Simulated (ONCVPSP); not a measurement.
**u(r) = r·R(r): atom against pseudo-atom (carbon (C))**

Columns: radius, all-electron u(r) and pseudo u(r) of the 2p shell (level -5.71 eV) of carbon in the configuration [He] 2s1 2p3; PBE, scalar-relativistic, ONCV scheme, ONCVPSP 4.0.1.

```csv
r (bohr),all-electron,pseudo
0.080,0.0324,0.0130
0.160,0.1041,0.0509
0.240,0.1907,0.1108
0.320,0.2792,0.1879
0.400,0.3627,0.2758
0.480,0.4378,0.3674
0.560,0.5029,0.4562
0.640,0.5580,0.5367
0.720,0.6039,0.6054
0.800,0.6408,0.6602
0.880,0.6693,0.7002
0.960,0.6900,0.7256
1.040,0.7036,0.7375
1.120,0.7112,0.7385
1.200,0.7134,0.7318
1.280,0.7112,0.7211
1.360,0.7051,0.7091
1.440,0.6959,0.6969
1.520,0.6841,0.6842
1.600,0.6702,0.6702
1.680,0.6546,0.6546
1.760,0.6378,0.6378
1.840,0.6199,0.6199
1.920,0.6014,0.6014
2.000,0.5823,0.5823
2.080,0.5630,0.5630
```

Q: How many radial nodes do the two functions have?

A: The all-electron 2p function has n − l − 1 = 0; the pseudo-wave has 0.

Q: At about which radius was the pseudo-wave matched?

A: 1.60 bohr, where the columns begin to agree (steps of 0.08 bohr).

Q: Is the pseudo-wave norm-conserving?

A: Yes: the ONCV scheme keeps the norm inside the radius equal to the all-electron one, which fixes the energy derivative of the logarithmic derivative at the level.
